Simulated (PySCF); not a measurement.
Gas-phase reaction: 4 SnHCl + SnH2Cl2 ⇌ 3 SnH2 + 2 SnCl3

Computed with PySCF (xtb for GFN2) and rigid-rotor harmonic-oscillator thermochemistry at 1 bar. † marks an energy on the PBE0/def2-TZVP geometry and frequencies; other levels use their own. Open shells (unrestricted): SnCl3 (multiplicity 2); the rest are closed-shell singlets. GFN2 has no spin-polarisation term. Sn: scalar-relativistic def2 core potential, no spin-orbit coupling. SnHCl, SnH2Cl2, SnH2, SnCl3: computed as isolated molecules; such fragments, hydroxides, amides, oligomers or adducts are transient or little studied in the gas. The harmonic model lacks anharmonicity and excited electronic states, which grow with temperature; levels with a mode under 35 cm⁻¹ are left out. Soft modes under 120 cm⁻¹ make the harmonic entropy rough for SnH2Cl2, SnCl3.

```json
[
 {"level": "GFN2-xTB", "ΔE electronic, kJ": "222", "ΔH°(298 K), kJ": "225", "ΔS°(298 K), J/K": "-7", "ΔG°(1400 K), kJ": "235"},
 {"level": "M06-2X/def2-TZVP†", "ΔE electronic, kJ": "258", "ΔH°(298 K), kJ": "252", "ΔS°(298 K), J/K": "-19", "ΔG°(1400 K), kJ": "272"},
 {"level": "PBE/def2-TZVP†", "ΔE electronic, kJ": "269", "ΔH°(298 K), kJ": "262", "ΔS°(298 K), J/K": "-19", "ΔG°(1400 K), kJ": "282"},
 {"level": "PBE0/def2-SVP†", "ΔE electronic, kJ": "264", "ΔH°(298 K), kJ": "257", "ΔS°(298 K), J/K": "-19", "ΔG°(1400 K), kJ": "277"},
 {"level": "r2SCAN/def2-TZVP†", "ΔE electronic, kJ": "261", "ΔH°(298 K), kJ": "255", "ΔS°(298 K), J/K": "-19", "ΔG°(1400 K), kJ": "275"},
 {"level": "LDA/def2-TZVP†", "ΔE electronic, kJ": "277", "ΔH°(298 K), kJ": "270", "ΔS°(298 K), J/K": "-19", "ΔG°(1400 K), kJ": "290"},
 {"level": "ωB97M-V/def2-TZVP†", "ΔE electronic, kJ": "278", "ΔH°(298 K), kJ": "272", "ΔS°(298 K), J/K": "-19", "ΔG°(1400 K), kJ": "292"},
 {"level": "ωB97X-V/def2-TZVP†", "ΔE electronic, kJ": "286", "ΔH°(298 K), kJ": "279", "ΔS°(298 K), J/K": "-19", "ΔG°(1400 K), kJ": "299"}
]
```
ΔH° is lowest at GFN2-xTB and highest at ωB97X-V/def2-TZVP†. No reference value is set beside these.
